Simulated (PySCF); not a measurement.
Molecule: `InChI=1S/BCl4/c2-1(3,4)5/q-1`.

Geometry (Å), atoms numbered from 1 in this order:
```xyz
5

Cl    1.769   -0.625   -0.234
B     0.019   -0.021   -0.019
Cl   -1.170   -1.361   -0.534
Cl   -0.273    0.415    1.769
Cl   -0.253    1.488   -1.078
```

Total charge -1.

Geometry PBE0-D3(BJ)/def2-SVP throughout; GIAO in PySCF 2.14, gas phase, one conformer, non-relativistic; equivalent atoms averaged; functional PBE0.

For orientation, pcSseg-1 gives these shifts δ (against HCl, BF3·OEt2 at the same level): Cl1/Cl3/Cl4/Cl5 154.2, B2 11.6 ppm.

A run gave: Cl1/Cl3/Cl4/Cl5 -33.6, B2 18.4 ppm (shifts δ (against HCl, BF3·OEt2 at the same level)).

Which basis set was used in that run?
A. pcSseg-0
B. STO-3G
C. aug-cc-pVDZ
D. IGLO-III
E. 6-31G*

Results:

B. Cl1/Cl3/Cl4/Cl5 tells them apart best: STO-3G gives -33.6, IGLO-III gives 191.8, aug-cc-pVDZ gives 175.2, pcSseg-0 gives 111.8, 6-31G* gives 126.5 ppm.
